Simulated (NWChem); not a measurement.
System: CH4BrIn; SMILES [CH3][InH][Br]

Program: NWChem. Geometry: optimised at PBE0/def2-SVP. def2 effective core potentials on In; no spin-orbit coupling.

### Question
Estimate the computed values for B3LYP/def2-SVP (core potentials). Quantities: highest occupied level (eV); orbital gap (eV); dipole (D).

### Answer
```yaml
highest occupied level (eV): -7.15
orbital gap (eV): 5.32
dipole (D): 3.19
```
